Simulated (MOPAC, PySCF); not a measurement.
H₄N₂Si, SMILES `N[Si]N` (lower singlet), neutral singlet in the gas phase. This singlet lies 2.50 eV below the relaxed triplet at the level frozen-core CCSD(T)/cc-pVTZ // PBE0-D3(BJ)/def2-TZVP (Ansatz).

Cartesian coordinates (Å):
SMILES: N[Si]N
```xyz
7

N     -1.3065    -0.1561     0.0400
Si     0.0893    -0.7809     0.8189
N      1.3117     0.1101     0.0083
H     -1.3477     0.5417    -0.6881
H     -2.2218    -0.4863     0.2971
H      2.2807    -0.0286     0.2426
H      1.1943     0.8001    -0.7188
```
Charge 0, spin multiplicity 1.

All levels are single points at this geometry (PBE0-D3(BJ)/def2-TZVP); Pople sets use spherical d functions. Orbital energies aren't observables, and empty levels follow the basis.

B3LYP/LANL2DZ in PySCF gives dipole (D) = 2.27.

**Question.** Estimate the dipole (D) from each of these levels: PBE0-D3(BJ)/def2-TZVP in PySCF; B3LYP/6-311+G** in PySCF; B3LYP/6-31G* in PySCF; BP86/6-31G* in PySCF; M06-2X/6-31G* in PySCF; PBE/6-31G* in PySCF; SVWN5/6-31G* in PySCF; HF/3-21G in PySCF; HF/STO-3G in PySCF; PM3 in MOPAC; PM6 in MOPAC; PM7 in MOPAC.

**Answer.** 
```
level                           dipole (D)
------------------------------  ----------
PBE0-D3(BJ)/def2-TZVP in PySCF        2.27
B3LYP/6-311+G** in PySCF              2.04
B3LYP/6-31G* in PySCF                 2.52
BP86/6-31G* in PySCF                  2.69
M06-2X/6-31G* in PySCF                2.40
PBE/6-31G* in PySCF                   2.70
SVWN5/6-31G* in PySCF                 2.77
HF/3-21G in PySCF                     2.39
HF/STO-3G in PySCF                    0.65
PM3 in MOPAC                          3.22
PM6 in MOPAC                          1.77
PM7 in MOPAC                          3.32
```
